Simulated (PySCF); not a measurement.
C$_{2}$H$_{6}$OSn, singlet, at a GFN2-xTB geometry (such geometries of metal compounds can be far from the true shape) (all electrons, no relativity); PySCF with CASSCF(6,5)/STO-3G.

Input for PySCF:
```python
from pyscf import gto, scf, mcscf, mp
import numpy

mol = gto.M(
    atom='''
Sn    0.260469   -0.219988   -0.338580
O     1.760607    0.098721    0.883490
C    -1.421730    0.939757    0.311977
C    -2.405827    0.460406    1.045369
H     0.110025   -1.873439   -0.163872
H     0.805906    0.189517   -1.889688
H     2.033372    1.001802    1.027573
H    -1.422386    1.980090    0.015435
H    -2.442011   -0.570868    1.357104
H    -3.227877    1.081533    1.370433
''',
    basis='sto-3g',
    charge=0,
    spin=0,
    verbose=4,
)

mf = scf.RHF(mol)
mf.kernel()
mc = mcscf.CASSCF(mf, 5, 6)
mc.fix_spin_(ss=0.0)
noons, natorbs = mcscf.addons.make_natural_orbitals(mp.MP2(mf).run())
mc.kernel(natorbs)
occ = numpy.linalg.eigvalsh(mc.fcisolver.make_rdm1(mc.ci, mc.ncas, mc.nelecas))[::-1]
ss = mc.fcisolver.spin_square(mc.ci, mc.ncas, mc.nelecas)[0]
print('natural occupations', occ.round(4), ' <S^2>', round(ss, 4))
```

**Question.** Write the output that PySCF gives for this input, abridged.

**Answer.** 
```
PySCF version 2.14.0

[INPUT] verbose = 4
[INPUT] num. atoms = 10
[INPUT] num. electrons = 76
[INPUT] charge = 0
[INPUT] spin (= nelec alpha-beta = 2S) = 0
[INPUT] symmetry False subgroup None
[INPUT] Mole.unit = angstrom
[INPUT] Symbol           X                Y                Z      unit          X                Y                Z       unit  Magmom
[INPUT]  1 Sn     0.260469000000  -0.219988000000  -0.338580000000 AA    0.492215073939  -0.415717070691  -0.639823471255 Bohr   0.0
[INPUT]  2 O      1.760607000000   0.098721000000   0.883490000000 AA    3.327065042992   0.186555652743   1.669554133792 Bohr   0.0
[INPUT]  3 C     -1.421730000000   0.939757000000   0.311977000000 AA   -2.686680323078   1.775883353643   0.589551087163 Bohr   0.0
[INPUT]  4 C     -2.405827000000   0.460406000000   1.045369000000 AA   -4.546354133084   0.870041246107   1.975461109110 Bohr   0.0
[INPUT]  5 H      0.110025000000  -1.873439000000  -0.163872000000 AA    0.207917116855  -3.540286621079  -0.309673199485 Bohr   0.0
[INPUT]  6 H      0.805906000000   0.189517000000  -1.889688000000 AA    1.522941622144   0.358135225949  -3.570992780877 Bohr   0.0
[INPUT]  7 H      2.033372000000   1.001802000000   1.027573000000 AA    3.842516189359   1.893131411042   1.941831542998 Bohr   0.0
[INPUT]  8 H     -1.422386000000   1.980090000000   0.015435000000 AA   -2.687919983416   3.741827801990   0.029167922733 Bohr   0.0
[INPUT]  9 H     -2.442011000000  -0.570868000000   1.357104000000 AA   -4.614731983175  -1.078784173278   2.564554882552 Bohr   0.0
[INPUT] 10 H     -3.227877000000   1.081533000000   1.370433000000 AA   -6.099803493783   2.043801164679   2.589743042066 Bohr   0.0

nuclear repulsion = 358.846954620082
number of shells = 26
number of NR pGTOs = 144
number of NR cGTOs = 48
basis = sto-3g
ecp = {}

******** <class 'pyscf.scf.hf.RHF'> ********
method = RHF
initial guess = minao
damping factor = 0
level_shift factor = 0
DIIS = <class 'pyscf.scf.diis.CDIIS'>
diis_start_cycle = 1
diis_space = 8
diis_damp = 0
SCF conv_tol = 1e-09
SCF conv_tol_grad = None
SCF max_cycles = 50
direct_scf = True
direct_scf_tol = 1e-13
Set gradient conv threshold to 3.16228e-05
Initial guess from minao.
init E= -6098.70499786894
  HOMO = -0.441615058553384  LUMO = -0.142777200769678  gap/eV = 8.13179
cycle= 1 E= -6115.23093353746  delta_E= -16.5  |g|= 0.623  |ddm|=  3.8
  HOMO = -0.109262426079733  LUMO = 0.277484171690895  gap/eV = 10.52391
cycle= 2 E= -6115.38846571649  delta_E= -0.158  |g|= 0.178  |ddm|= 1.22
  HOMO = -0.302065882403649  LUMO = 0.303414166757773  gap/eV = 16.47595
cycle= 3 E= -6115.39934235959  delta_E= -0.0109  |g|= 0.0428  |ddm|= 0.296
  HOMO = -0.303569730943871  LUMO = 0.303512636311496  gap/eV = 16.51955
cycle= 4 E= -6115.40028021288  delta_E= -0.000938  |g|= 0.0177  |ddm|= 0.084
  HOMO = -0.303223742909672  LUMO = 0.30247433216701  gap/eV = 16.48188
cycle= 5 E= -6115.40039594638  delta_E= -0.000116  |g|= 0.00447  |ddm|= 0.0279
  HOMO = -0.303957660456447  LUMO = 0.303218350576008  gap/eV = 16.52210
cycle= 6 E= -6115.40041367038  delta_E= -1.77e-05  |g|= 0.00187  |ddm|= 0.0122
  HOMO = -0.304085590406136  LUMO = 0.303388642163555  gap/eV = 16.53022
cycle= 7 E= -6115.40041592442  delta_E= -2.25e-06  |g|= 0.000176  |ddm|= 0.00558
  HOMO = -0.304128918397088  LUMO = 0.303305651585948  gap/eV = 16.52914
cycle= 8 E= -6115.4004159415  delta_E= -1.71e-08  |g|= 4.05e-05  |ddm|= 0.000408
  HOMO = -0.304118265372438  LUMO = 0.303317143885037  gap/eV = 16.52916
cycle= 9 E= -6115.40041594256  delta_E= -1.06e-09  |g|= 7.15e-06  |ddm|= 0.00011
  HOMO = -0.304118048629528  LUMO = 0.303315555365445  gap/eV = 16.52911
cycle= 10 E= -6115.40041594258  delta_E= -2.82e-11  |g|= 2.01e-06  |ddm|= 2.28e-05
  HOMO = -0.304117819957443  LUMO = 0.303315581262253  gap/eV = 16.52910
Extra cycle  E= -6115.4004159426  delta_E= -1.36e-11  |g|= 1.03e-06  |ddm|= 5.29e-06
converged SCF energy = -6115.4004159426

******** <class 'pyscf.mp.mp2.RMP2'> ********
nocc = 38, nmo = 48
E(RMP2) = -6115.59159074937  E_corr = -0.191174806774908
E(SCS-RMP2) = -6115.60697340371  E_corr = -0.206557461115323
E_corr(same-spin) = -0.0263680465552686
E_corr(oppo-spin) = -0.164806760219639

******** <class 'pyscf.mcscf.mc1step.CASSCF'> ********
CAS (3e+3e, 5o), ncore = 35, nvir = 8
max_cycle_macro = 50
max_cycle_micro = 4
conv_tol = 1e-07
conv_tol_grad = None
orbital rotation max_stepsize = 0.02
orbital rotation threshold for CI restart = 0.01
augmented hessian ah_max_cycle = 30
augmented hessian ah_conv_tol = 1e-12
augmented hessian ah_linear dependence = 1e-14
augmented hessian ah_level shift = 1e-08
augmented hessian ah_start_tol = 2.5
augmented hessian ah_start_cycle = 3
augmented hessian ah_grad_trust_region = 3
kf_trust_region = 3
kf_interval = 4
ci_response_space = 4
ci_grad_trust_region = 3
with_dep4 0
natorb = False
canonicalization = True
sorting_mo_energy = False
ao2mo_level = 2
internal_rotation = False
******** <class 'pyscf.fci.addons.SpinPenaltyFCISolver'> ********
max. cycles = 50
conv_tol = 1e-08
davidson only = True
linear dependence = 1e-12
level shift = 0.001
max iter space = 12
nroots = 1
pspace_size = 400
spin = None
CASCI E = -6115.44938406102  S^2 = 0.0000000
Set conv_tol_grad to 0.000316228
macro iter   1 ( 21 JK    4 micro), CASSCF E = -6115.45494735976  dE = -5.56329873e-03  S^2 = 0.0000000
               |grad[o]|=0.0178  |grad[c]|=0.0542  |ddm|=0.0152  |maxRot[o]|=0.236
macro iter   2 ( 21 JK    4 micro), CASSCF E = -6115.45729929745  dE = -2.35193770e-03  S^2 = 0.0000000
               |grad[o]|=0.0136  |grad[c]|=0.00814  |ddm|=0.0116  |maxRot[o]|=0.151
macro iter   3 ( 21 JK    4 micro), CASSCF E = -6115.45780148624  dE = -5.02188791e-04  S^2 = 0.0000000
               |grad[o]|=0.0082  |grad[c]|=0.00418  |ddm|=0.00426  |maxRot[o]|=0.0653
macro iter   4 ( 21 JK    4 micro), CASSCF E = -6115.45796672422  dE = -1.65237974e-04  S^2 = 0.0000000
               |grad[o]|=0.00435  |grad[c]|=0.00244  |ddm|=0.00216  |maxRot[o]|=0.0416
macro iter   5 (  7 JK    2 micro), CASSCF E = -6115.45816136843  dE = -1.94644212e-04  S^2 = 0.0000000
               |grad[o]|=0.00258  |grad[c]|=0.00125  |ddm|=0.00222  |maxRot[o]|=0.0631
macro iter   6 (  7 JK    2 micro), CASSCF E = -6115.45836589577  dE = -2.04527341e-04  S^2 = 0.0000000
               |grad[o]|=0.00167  |grad[c]|=0.00763  |ddm|=0.00101  |maxRot[o]|=0.0697
macro iter   7 (  7 JK    2 micro), CASSCF E = -6115.45854832824  dE = -1.82432469e-04  S^2 = 0.0000000
               |grad[o]|=0.00135  |grad[c]|=0.0106  |ddm|=0.00103  |maxRot[o]|=0.0697
macro iter   8 (  7 JK    2 micro), CASSCF E = -6115.45867542156  dE = -1.27093323e-04  S^2 = 0.0000000
               |grad[o]|=0.00115  |grad[c]|=0.00906  |ddm|=0.00124  |maxRot[o]|=0.0698
macro iter   9 (  7 JK    2 micro), CASSCF E = -6115.45876502347  dE = -8.96019128e-05  S^2 = 0.0000000
               |grad[o]|=0.000992  |grad[c]|=0.00716  |ddm|=0.00125  |maxRot[o]|=0.0698
macro iter  10 (  7 JK    2 micro), CASSCF E = -6115.45881882162  dE = -5.37981450e-05  S^2 = 0.0000000
               |grad[o]|=0.000789  |grad[c]|=0.0047  |ddm|=0.00106  |maxRot[o]|=0.0698
macro iter  11 ( 10 JK    3 micro), CASSCF E = -6115.45882479875  dE = -5.97713370e-06  S^2 = 0.0000000
               |grad[o]|=0.000547  |grad[c]|=0.000751  |ddm|=0.00153  |maxRot[o]|=0.0873
macro iter  12 (  5 JK    2 micro), CASSCF E = -6115.45883726214  dE = -1.24633916e-05  S^2 = 0.0000000
               |grad[o]|=0.000936  |grad[c]|=0.00019  |ddm|=0.000271  |maxRot[o]|= 0.03
macro iter  13 ( 10 JK    2 micro), CASSCF E = -6115.45883314534  dE =  4.11680685e-06  S^2 = 0.0000000
               |grad[o]|=0.000258  |grad[c]|=0.00101  |ddm|=0.000546  |maxRot[o]|=0.0244
macro iter  14 ( 21 JK    4 micro), CASSCF E = -6115.45883296594  dE =  1.79395101e-07  S^2 = 0.0000000
               |grad[o]|=0.000898  |grad[c]|=0.000325  |ddm|=0.000248  |maxRot[o]|=0.0204
macro iter  15 ( 25 JK    4 micro), CASSCF E = -6115.45883731027  dE = -4.34432513e-06  S^2 = 0.0000000
               |grad[o]|=0.000273  |grad[c]|=0.000385  |ddm|=0.000173  |maxRot[o]|=0.0318
macro iter  16 (  7 JK    2 micro), CASSCF E = -6115.45883919112  dE = -1.88085323e-06  S^2 = 0.0000000
               |grad[o]|=0.000188  |grad[c]|=0.000272  |ddm|=0.000108  |maxRot[o]|=0.0149
macro iter  17 (  6 JK    1 micro), CASSCF E = -6115.45883924003  dE = -4.89062586e-08  S^2 = 0.0000000
               |grad[o]|=0.00011  |grad[c]|=7.91e-05  |ddm|=6.86e-05  |maxRot[o]|=0.00276
1-step CASSCF converged in  17 macro (210 JK  46 micro) steps
CASSCF canonicalization
Density matrix diagonal elements [1.97966235 1.98807323 1.88769268 0.11412575 0.030446  ]
CASSCF energy = -6115.45883924003
CASCI E = -6115.45883924003  E(CI) = -7.36197649648693  S^2 = 0.0000000
natural occupations [1.9984 1.9705 1.8878 0.1141 0.0293]  <S^2> 0.0
```
